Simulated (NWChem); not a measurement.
Species: AlF2 cation; SMILES [F][Al+][F]

Program: NWChem. The geometry was optimised at B3LYP/6-31G* (spherical d). B3LYP is NWChem's, with the RPA form of VWN correlation.

Question: Taking B3LYP/cc-pVQZ as the yardstick, which of these has the fewest basis functions while keeping “highest occupied level (eV)” within 0.05 eV of it: B3LYP/cc-pVDZ; B3LYP/aug-cc-pVTZ; B3LYP/cc-pVTZ; B3LYP/aug-cc-pVDZ?

Answer: B3LYP/aug-cc-pVDZ.
```json
[
 {"level": "B3LYP/cc-pVDZ", "basis functions": "46", "highest occupied level (eV)": "-19.12", "relative time (rough)": "1"},
 {"level": "B3LYP/aug-cc-pVDZ", "basis functions": "73", "highest occupied level (eV)": "-19.05", "relative time (rough)": "2"},
 {"level": "B3LYP/cc-pVTZ", "basis functions": "94", "highest occupied level (eV)": "-19.05", "relative time (rough)": "3"},
 {"level": "B3LYP/aug-cc-pVTZ", "basis functions": "142", "highest occupied level (eV)": "-19.07", "relative time (rough)": "7"},
 {"level": "B3LYP/cc-pVQZ", "basis functions": "169", "highest occupied level (eV)": "-19.06", "relative time (rough)": "10"}
]
```

The yardstick is one finite set, not the basis-set limit.
